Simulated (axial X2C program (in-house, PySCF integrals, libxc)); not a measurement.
# Potential curves of GeB⁺, two-component

Calculated with an in-house relativistic program for diatomic molecules. Two-component (2c) means X2C with spin–orbit coupling and atomic mean-field two-electron Coulomb and Gaunt terms. Basis: Ge dyall-cv3z [9s9p7d4f1g], B dyall-v3z [7s6p2d1f] (cores contracted in-house); Gaussian nuclei, density fitting, unrestricted open shells. Masses: Ge 73.921 u, B 11.009 u.

State: Ω = 2 (⟨Sz⟩ = 1.00, ⟨Lz⟩ = 1.00 at B97-3). Energies in cm⁻¹ from the lowest point of each curve. Fits are polynomials in 1 − R0/R over 0.85 to 1.23 times the lowest point R0.

```json
{"R (Å)": "1.9027", "B97-3": "3865", "PBE0": "3640"}
{"R (Å)": "1.9902", "B97-3": "1604", "PBE0": "1458"}
{"R (Å)": "2.0558", "B97-3": "640", "PBE0": "548"}
{"R (Å)": "2.1214", "B97-3": "144", "PBE0": "101"}
{"R (Å)": "2.1870", "B97-3": "0", "PBE0": "0"}
{"R (Å)": "2.2635", "B97-3": "155", "PBE0": "198"}
{"R (Å)": "2.3401", "B97-3": "552", "PBE0": "628"}
{"R (Å)": "2.4385", "B97-3": "1276", "PBE0": "1387"}
{"R (Å)": "2.5588", "B97-3": "2325", "PBE0": "2471"}
{"R (Å)": "2.7337", "B97-3": "3909", "PBE0": "4107"}
```

One determinant describes the state; a PBE0 search over occupations chose it and may have missed a lower one. Density functionals use the spin component along the axis (collinear). PBE0 can misorder states that lie within some tenths of an eV, so this need not be the ground state of the molecule. The nearest other spin-free determinant of the search, M_S = 0, Λ = 1, lies 0.19 eV up at the distance of the search. The functionals have no current-density term, which raises determinants with orbital currents, atoms included. With several unpaired electrons one determinant need not be a pure state. A state of lower Ω lies just above, and one determinant can place such states too high, so the state shown need not be the lowest. The search has Ω = 1 only 0.11 eV up. Open-shell Ω = 0 determinants with evenly filled partner blocks cannot be reached by this program, so the Ω shown need not be the lowest component.

Problem. What are Re and ωe at the B97-3 level?

Solution. At B97-3, 2c: Re = 2.187 Å, ωe ≈ 460 cm⁻¹; Be follows as 0.368 cm⁻¹.

Problem. Fit the PBE0 curve near its minimum: give the equilibrium distance and the harmonic wavenumber.

Solution. At PBE0, 2c: Re = 2.177 Å, ωe ≈ 466 cm⁻¹; Be follows as 0.371 cm⁻¹.
